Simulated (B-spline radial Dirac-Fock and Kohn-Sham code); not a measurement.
Gd³⁺ 5p3/2: cross section and angular parameters

System: gadolinium as Gd³⁺, [Xe] 4f7; threshold 55.89 eV (orbital energy of the model). These are calculated numbers from a radial B-spline solver; the model is Dirac-Hartree-Slater photoionisation with a Latter tail; cross sections with all multipoles, angular parameters from the dipole term and its interference with E2.

For linearly polarised light dσ/dΩ = σ/(4π) [1 + β P₂(cos θ) + (δ + γ cos²θ) sin θ cos φ], with θ from the polarisation vector and φ the angle between the beam and the projection of the electron momentum on the plane normal to the polarisation.

```
hν (eV)  σ (kb)       β       γ       δ
   73.9     510   0.594   0.339  -0.036
   75.1     486   0.527   0.343  -0.037
   95.1     285  -0.092   0.198  -0.024
   95.6     282  -0.100   0.193  -0.023
    100     261  -0.157   0.153  -0.018
    112     221  -0.226   0.062  -0.005
    139     171  -0.099  -0.053   0.018
    150     158  -0.003  -0.067   0.024
    187     127   0.315  -0.043   0.033
    197     120   0.388  -0.026   0.034
    224     105   0.559   0.022   0.034
    234     100   0.614   0.038   0.033
    317    71.4   0.951   0.156   0.026
    924    17.5   1.600   0.144   0.000
   1000    15.5   1.623   0.119   0.000
   1040    14.5   1.634   0.107   0.000
 1253.6    10.8   1.677   0.049   0.000
   1330    9.74   1.688   0.032   0.000
   1440    8.50   1.701   0.011   0.000
   1460    8.30   1.703   0.008   0.000
 1486.9    8.04   1.706   0.004   0.000
   1810    5.67   1.729  -0.030   0.001
   2000    4.72   1.737  -0.037   0.001
   2560    2.94   1.746  -0.017   0.003
   2990    2.16   1.744   0.026   0.004
   4000    1.17   1.726   0.172   0.007
   4480   0.914   1.714   0.252   0.009
   6000   0.471   1.672   0.513   0.014
   6940       ?       ?       ?       ?
   7610   0.267   1.626   0.780   0.021
```

Q: Give the values at 6940 eV.

A: σ = 0.334 kb, β = 1.645, γ = 0.671, δ = 0.018.
